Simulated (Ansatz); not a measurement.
A run for Ansatz (a first-principles code): R-r2SCAN/def2-TZVPP on Cl2Se (SMILES Cl[Se]Cl), atoms moved off the minimum.

Ansatz 0.2 input:
```yaml
crystal:
  periodic: [false, false, false]
  atoms:
    - {symbol: Se, position_ang: [0.11488594, 0.04915166, 0.79542997]}
    - {symbol: Cl, position_ang: [1.15224081, 1.22402525, -0.71909271]}
    - {symbol: Cl, position_ang: [-1.21209510, -1.30534852, -0.65350094]}
basis:
  gaussian:
    orbitals: def2-TZVPP
hamiltonian:
  xc: {name: r2SCAN}
scf: {lower_state_search: off}
output: {forces: true}
```

The log:

```
WARN ansatz: RAYON_NUM_THREADS=4 ignored (pool sized by the plan → 4); use --threads N
Functional definition: r2SCAN
these checks for a lower state are left out or cut short: stability, starts, cluster_reference, orbital_swaps, neighbouring_geometries, increment
integrals: 0.06 GiB planned
975 factors; their error is unknown
mean field: 0.40 GiB planned
mean field evaluation 1: about -90392.9751 eV, gradient 1.8e1 eV
mean field evaluation 2: about -90389.4316 eV, gradient 4.0e1 eV
mean field evaluation 4: about -90393.6438 eV, gradient 2.4e0 eV
mean field evaluation 8: about -90393.6133 eV, gradient 1.9e-1 eV
mean field evaluation 16: about -90393.6133 eV, gradient 1.9e-4 eV
mean field -90393.61332121 eV, -3321.9040185628 hartree, gradient 8.0e-6 eV, S^2 0.000000; 0 other end points of the search recorded, 0 dependent functions left out
the calculation of the forces begins
reference -90393.61332906 eV, -3321.9040188511 hartree; 34, 34 occupied and 98, 98 virtual orbitals, 975 factors
Total energy: -90393.61332906 eV, -3321.9040188511 hartree
Atom 0 at     0.114886     0.049152     0.795430 Å, force    -0.863438    -0.840194    -1.881801 eV/Å
Atom 1 at     1.152241     1.224025    -0.719093 Å, force    -0.264319    -0.305865     0.534353 eV/Å
Atom 2 at    -1.212095    -1.305349    -0.653501 Å, force     1.127757     1.146059     1.347448 eV/Å
Dipole moment:     0.122872     0.119080     0.278865 e Å
Checks for a lower state left out: stability, starts, cluster_reference, orbital_swaps, neighbouring_geometries, increment
```

The calculation finished and met its thresholds.

Cost: very roughly 4 core-seconds.
